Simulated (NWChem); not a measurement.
Molecule: SnH₂OCl₂; SMILES [OH][SnH]([Cl])[Cl]

```xyz
6

Sn    -0.3142     0.2946     0.0000
O     -1.9129    -0.8439     0.0000
Cl     0.9860    -0.2385     1.8685
Cl     0.9860    -0.2385    -1.8685
H     -0.8048     1.9164     0.0000
H     -1.7045    -1.7866     0.0000
```
Atoms are numbered in this order, from 1.

All runs: NWChem. All runs use the structure optimised with PBE0/def2-SVP. def2 effective core potentials on Sn; no spin-orbit coupling. Vertical excitations in the gas phase; the lowest state need not have the same character in each row.

For level PBE/def2-SVP, TDA:

```yaml
lowest excitation, singlet (eV): 4.72
lowest state with f > 0.02, singlet (eV): 5.21
orbital gap (eV): 4.57
```

How do the values read with level B3LYP/def2-SVP, TDA instead?


- lowest excitation, singlet (eV) = 5.35
- lowest state with f > 0.02, singlet (eV) = 5.76
- orbital gap (eV) = 6.51
